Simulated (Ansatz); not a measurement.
BaF₂, SMILES [F][Ba][F]. Atoms are numbered in the order given.

```xyz
3

Ba     0.0000     0.0000     0.1583
F      0.0000    -1.9345    -0.9454
F      0.0000     1.9345    -0.9454
```

The structure is a stationary point at B3LYP-D3(BJ)/def2-TZVP. The isomer is the one that the SMILES or the coordinates give; other isomers of the formula were not compared. The def2 effective core potentials stand for the cores of Ba; spin–orbit coupling is left out.

Two levels are set side by side: PBE-D3(BJ)/def2-TZVP (Ansatz, a first-principles code) and B3LYP-D3(BJ)/def2-TZVP (Ansatz). Each level has its own optimised geometry; the coordinates shown are those of the second. Differences are taken from unrounded values.

```csv
quantity,B3LYP-D3(BJ)
mean bond length (Å),2.227
bond Ba1–F2 (Å),2.227
bond Ba1–F3 (Å),2.227
```

Q: What does PBE-D3(BJ) give, and how far is it from B3LYP-D3(BJ)? (The exact figures need the calculation; the answer reports its results.)

A: 
```csv
quantity,PBE-D3(BJ),PBE-D3(BJ) minus B3LYP-D3(BJ)
mean bond length (Å),2.216,-0.011
bond Ba1–F2 (Å),2.216,-0.011
bond Ba1–F3 (Å),2.216,-0.011
```

Here PBE gives about what the other level gives.
